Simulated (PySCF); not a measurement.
**Orbital picture of SiI⁺**

PBE0 at R = 2.323 Å; Si def2-TZVPPD, I def2-TZVPPD with ECP28; scalar-relativistic core potentials (PySCF 2.14). State: ¹Σ⁺ (singlet), closed shell. Only the outer orbitals are listed, counted within each symmetry, core potentials removing the inner ones.

```
orbital  occ.  ε (eV)  on Si (%)           main shells (%)
     7σ     2  -26.43         12                    86 I s
     8σ     2  -19.47         69   69 Si s, 19 I p, 11 I s
     9σ     2  -14.62         57  42 I p, 33 Si p, 22 Si s
     4π     2  -14.60         16           83 I p, 13 Si p
     4π     2  -14.60         16           83 I p, 13 Si p
     5π     0   -9.18         84           84 Si p, 14 I p
     5π     0   -9.18         84           84 Si p, 14 I p
    10σ     0   -5.95         63   51 Si p, 24 I p, 10 I d
```

Question: Which are the highest filled and the lowest empty level, where do they sit, and how wide is the gap?

Answer: Highest filled 4π at -14.60 eV (in %: 83 I p, 13 Si p); lowest empty 5π at -9.18 eV (in %: 84 Si p, 14 I p); the gap at PBE0 is 5.42 eV.

```
bond order (Mayer)                                                                                                : 1.84
⟨S²⟩                                                                                                              : 0.000
charge on Si (Mulliken, basis-dependent)                                                                          : 0.58
charge on Si (Löwdin, basis-dependent)                                                                            : 0.42
dipole moment (positive dipole points towards I; it is taken about the centre of mass and depends on that origin) : -4.72 D
polarisability along the bond                                                                                     : 74.8 bohr³
polarisability across the bond                                                                                    : 40.0 bohr³
```

Spin–orbit coupling is left out.
